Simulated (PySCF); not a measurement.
Cartesian coordinates in Å; atom numbers follow the order of the lines, from 1:
```xyz
16

N     3.3738    1.2242    1.0458
C     2.5022    0.8842    0.3598
Si    1.0746    0.3257   -0.7039
C     0.4299   -1.3522   -0.1160
C    -1.0737   -1.0921    0.0876
C    -1.2673    0.3369    0.6057
C    -0.4907    1.3028   -0.3048
H     1.5536    0.4085   -2.1120
H     0.6376   -2.1866   -0.8017
H     0.9154   -1.5941    0.8441
H    -1.5243   -1.8311    0.7692
H    -1.6003   -1.1971   -0.8777
H    -0.8705    0.4044    1.6342
H    -2.3352    0.6017    0.6653
H    -1.0422    1.4790   -1.2444
H    -0.3100    2.2854    0.1544
```

Geometry: PBE0-D3(BJ)/def2-SVP; GIAO absolute shieldings from PySCF 2.14.0 with density-fitted response routines, gas phase, non-relativistic, averaged over equivalent atoms.

At PBE0/pcSseg-1 (171 basis functions, 58 s wall time on 1 thread of an Intel Xeon, shared host):
```tsv
atoms	σ (ppm)
N1	-105.0
C2	56.5
C5/C6	154.5
C4/C7	172.3
Si3	379.3
H8	26.83
H11/H13	29.57
H12/H14	29.74
H10/H16	30.21
H9/H15	30.40
```

Task: Estimate the result of repeating the calculation with KT3/pcSseg-1.

Result: 
```json
{"atoms": "N1", "σ at KT3/pcSseg-1": "-77.9", "change": "+27.1"}
{"atoms": "C2", "σ at KT3/pcSseg-1": "69.8", "change": "+13.3"}
{"atoms": "C5/C6", "σ at KT3/pcSseg-1": "150.5", "change": "-4.0"}
{"atoms": "C4/C7", "σ at KT3/pcSseg-1": "168.5", "change": "-3.8"}
{"atoms": "Si3", "σ at KT3/pcSseg-1": "397.8", "change": "+18.5"}
{"atoms": "H8", "σ at KT3/pcSseg-1": "27.01", "change": "+0.18"}
{"atoms": "H11/H13", "σ at KT3/pcSseg-1": "29.56", "change": "-0.01"}
{"atoms": "H12/H14", "σ at KT3/pcSseg-1": "29.72", "change": "-0.02"}
{"atoms": "H10/H16", "σ at KT3/pcSseg-1": "30.20", "change": "-0.01"}
{"atoms": "H9/H15", "σ at KT3/pcSseg-1": "30.39", "change": "-0.01"}
```

The largest change is at N1 (nitrile nitrogen). Cost: 171 basis functions, 80 s wall time on 1 thread of an Intel Xeon, shared host. The order of the carbon signals is the same at both levels.
